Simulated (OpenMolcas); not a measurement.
# Se2+: effect of the level shift or regulariser

```json
{
 "Program": "OpenMolcas 26.06",
 "Basis": "ANO-RCC-VQZP [7s6p4d2f1g]",
 "Scalar Hamiltonian": "DKH2, point nucleus",
 "Active space": "2 electrons in 9 orbitals (RAS2 4p; RAS3 4d 5s, at most 1 electron)",
 "State averaging": "2S+1 = 3 even, 3 roots; 2S+1 = 1 even, 6 roots; 2S+1 = 3 odd, 18 roots; 2S+1 = 1 odd, 18 roots",
 "Spin-orbit coupling": "RASSI with atomic mean-field integrals over the reference wave functions, term energies averaged over their components"
}
```

Methods on the same reference wave functions:
A. RASSCF
B. MS-RASPT2, IPEA 0.25 Eh, imaginary shift 0.1 Eh (closed shells correlated: 3d 4s)
C. MS-RASPT2, IPEA 0.25 Eh, sigma2 regulariser 0.3 Eh (closed shells correlated: 3d 4s)

Energies in eV above 4s2 4p2 3P0, the measured ground level; measured values from Moore, Atomic Energy Levels, vol. II, NSRDS-NBS 35 (1971 reprint of NBS Circular 467, 1952).

```json
{"Level": "4s2 4p2 3P0", "A": "0.0000", "B": "0.0000", "C": "0.0000", "Measured": "0.0000"}
{"Level": "4s2 4p2 3P1", "A": "0.1800", "B": "0.1829", "C": "0.1829", "Measured": "0.2159"}
{"Level": "4s2 4p2 3P2", "A": "0.4368", "B": "0.431", "C": "0.431", "Measured": "0.4881"}
{"Level": "4s2 4p2 1D2", "A": "1.9142", "B": "1.583", "C": "1.583", "Measured": "1.6158"}
{"Level": "4s2 4p2 1S0", "A": "4.2459", "B": "3.957", "C": "3.957", "Measured": ""}
{"Level": "4s2 4p 4d 3F* 2", "A": "15.0565", "B": "15.227", "C": "15.229", "Measured": ""}
{"Level": "4s2 4p 4d 3F* 3", "A": "15.2400", "B": "15.323", "C": "15.323", "Measured": ""}
{"Level": "4s2 4p 4d 3F* 4", "A": "15.4738", "B": "15.571", "C": "15.571", "Measured": ""}
{"Level": "4s2 4p 4d 1D* 2", "A": "15.7396", "B": "14.759", "C": "14.772", "Measured": ""}
{"Level": "4s2 4p 5s 3P* 0", "A": "16.1404", "B": "16.016", "C": "16.014", "Measured": "15.6563"}
{"Level": "4s2 4p 5s 3P* 1", "A": "16.2207", "B": "16.090", "C": "16.087", "Measured": "15.7189"}
{"Level": "4s2 4p 5s 1P* 1 [63 %]", "A": "16.9894", "B": "16.739", "C": "16.741", "Measured": "16.3233"}
{"Level": "4s2 4p 4d 3D* 3", "A": "17.0463", "B": "16.224", "C": "16.224", "Measured": ""}
{"Level": "4s2 4p 4d 3P* 0", "A": "17.0467", "B": "16.449", "C": "16.482", "Measured": ""}
{"Level": "4s2 4p 4d 3P* 1 [72 %]", "A": "17.0847", "B": "16.415", "C": "16.443", "Measured": ""}
{"Level": "4s2 4p 4d 1F* 3", "A": "19.0487", "B": "18.365", "C": "18.365", "Measured": ""}
{"Level": "4s2 4p 4d 1P* 1", "A": "19.0754", "B": "18.178", "C": "18.212", "Measured": ""}
```

Deviations, from unrounded energies. A percentage is the sum of absolute deviations over the sum of measured energies, with the sign that they share, or ± where signs differ.

```tsv
Against measurement	Levels	A	B	C
mean absolute deviation (cm-1)	6	2700	1700	1700
fine structure of the ground term (%)	2	-12.4	-12.7	-12.7
other terms of the ground configuration (%)	1	+18.5	-2.0	-2.0
other configurations (%)	3	+3.5	+2.4	+2.4
```

B, C lie about equally close to measurement and A furthest from it. The largest miss of C in the table is 4s2 4p 5s 1P* 1 [63 %], by +3400 cm-1. The ranking rests on the paired levels alone, and a cruder setting can come out closer through cancelling errors.

Between B and C the level of the table that moves most is 4s2 4p 4d 1P* 1, by 270 cm-1 (lowest in B, highest in C). Moves below CASPT2's spread within the term are not significant.

The two smallest mean deviations differ by little beside CASPT2's spread within terms, so their order carries little weight.

From A to B the spin-free energies of the other terms of 4s2 4p2 shown, above 3P, scale by factors of 0.78 to 0.92.

The lowest spin-free term lies below A's lowest term by 0.149 hartree in B, 0.149 hartree in C.

CASPT2 breaks the degeneracy within a term, and the mean is taken; among the terms shown or strongly mixed into the levels shown the widest spread is 310 cm-1 (4s2 4p 4d 1F*, C). Over all roots computed the reference weight is 0.90 to 0.97 in B, 0.91 to 0.97 in C; the roots of lowest weight are the least certain, and an intruder state may touch them. ANO sets are built for valence states and can reach diffuse excited orbitals poorly, and with the s shell closed the s pⁿ⁺¹ terms that mix with these levels are absent. With the s shell closed, the reference lacks s² → p² mixing. Computed and measured levels are paired by configuration, term and J; levels that our copy of the source lacks, or whose pairing is in doubt (as where it misses far off the trend of its configuration), stay unpaired and out of the deviations. Levels of configurations outside the active space are missing. The table leaves out levels that lie high or whose names do not pair safely across all columns.

A share in square brackets marks a mixed level and gives the weight of the term that names it, the lowest over the columns. * marks odd parity.
